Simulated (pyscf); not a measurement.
## cyclic C₂H₄Si (SMILES C1=C[SiH2]1), singlet

Gas-phase minimum from PySCF at ωB97X-D3(BJ)/def2-SVP, one conformer. cyclic C₂H₄Si (SMILES C1=C[SiH2]1) lies 6.4 kcal/mol over its isomer HC≡C–SiH₃, and others may lie lower still (electronic energy, ωB97M-D3(BJ)). 

```xyz
7

C     -0.2054     1.4027    -1.1085
C      0.9470     1.2067    -0.4562
Si    -0.3194     0.0040     0.0464
H     -0.5685     2.1038    -1.8644
H      1.9331     1.6785    -0.4485
H     -0.2916    -1.4059    -0.4261
H     -1.0354     0.1166     1.3451
```
Charge 0, spin multiplicity 1.

Bonds (Å): C1–C2 1.339, C1–Si3 1.817, C1–H4 1.093, C2–Si3 1.817, C2–H5 1.093, Si3–H6 1.487, Si3–H7 1.487. Bond angles (°): C2–C1–Si3 68.4, C2–C1–H4 135.8, Si3–C1–H4 155.8, C1–C2–Si3 68.4, C1–C2–H5 135.8, Si3–C2–H5 155.8, C1–Si3–C2 43.2, C1–Si3–H6 121.8, C1–Si3–H7 121.8, C2–Si3–H6 121.8, C2–Si3–H7 121.8, H6–Si3–H7 111.0.

Properties at ωB97X-D3(BJ)/def2-SVP:

```
Quantity                                                                                                                                                                                               Value
---------------------------------------------------------------------------------------------------------------------  -------------------------------------------------------------------------------------
Harmonic wavenumbers, unscaled                                                                                         593, 602, 683, 720, 739, 816, 920, 999, 1005, 1149, 1595, 2271, 2272, 3228, 3253 cm⁻¹
Zero-point energy                                                                                                                                                                              29.8 kcal/mol
Rotational symmetry number                                                                                                                                                                                 2
Entropy of this conformer at 298 K and 1 atm, rigid rotor and harmonic oscillator, modes under 100 cm⁻¹ raised to 100                                                                        257.2 J/(mol K)
Dipole moment                                                                                                                                                                                         0.32 D
```

Single-point totals, which compare only within one level (frozen core for MP2 and CC):

```tsv
level	total energy (hartree)
ωB97X-D3(BJ)/def2-TZVP	-368.12911
PBE/def2-TZVP	-367.80722
r²SCAN/def2-TZVP	-367.98886
B3LYP-D3(BJ)/def2-TZVP	-368.09861
PBE0-D3(BJ)/def2-TZVP	-367.84809
M06-2X/def2-TZVP	-368.00746
ωB97M-D3(BJ)/def2-TZVP	-368.13167
HF/def2-TZVPP	-366.95510
MP2/def2-TZVPP	-367.39040
CCSD/def2-TZVPP	-367.42033
CCSD(T)/def2-TZVPP	-367.44275
```

The CCSD(T) − MP2 part came from Ansatz, without density fitting, on the same reference.
